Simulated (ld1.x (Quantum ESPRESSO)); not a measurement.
**Pseudopotential generation for gallium (Ga): ultrasoft, PBE, scalar-relativistic.**

ld1.x (Quantum ESPRESSO) 7.5 input, shortened:

```
&input
   title='Ga', zed=31., rel=1, dft='PBE', iswitch=3,
   config='[Ar] 3d10 4s2 4p1'
 /
 &inputp
   pseudotype=3, tm=.true., lloc=-1, rcloc=0.75,
   nlcc=.true., rcore=0.45,
   which_augfun='PSQ', rmatch_augfun=1.00
 /
6
4S  1  0   2.00   0.00  1.35  1.55  0.0
4S  1  0   0.00   0.20  1.35  1.55  0.0
4P  2  1   1.00   0.00  0.95  0.95  0.0
4P  2  1   0.00   1.55  0.95  0.95  0.0
3D  3  2  10.00   0.00  0.95  1.30  0.0
3D  3  2   0.00  -0.70  0.95  1.30  0.0
 &test
   configts(1)='3d10 4s2 4p1'
 /
```

All-electron outer shells of the reference configuration (PBE, scalar-relativistic, ld1.x):

```tsv
shell	level (eV)	outermost node (bohr)	outermost maximum (bohr)
3s	-148.13	0.27	0.56
3p	-98.86	0.24	0.56
3d	-19.15	–	0.53
4s	-8.95	0.81	1.90
4p	-2.58	0.87	2.53
```

(1) Does this generation succeed?

## Answers

(1) No. ld1.x (Quantum ESPRESSO) 7.5 stopped with "find_q: problem finding q": no Bessel wave vectors were found that match the logarithmic derivative at the chosen radius.
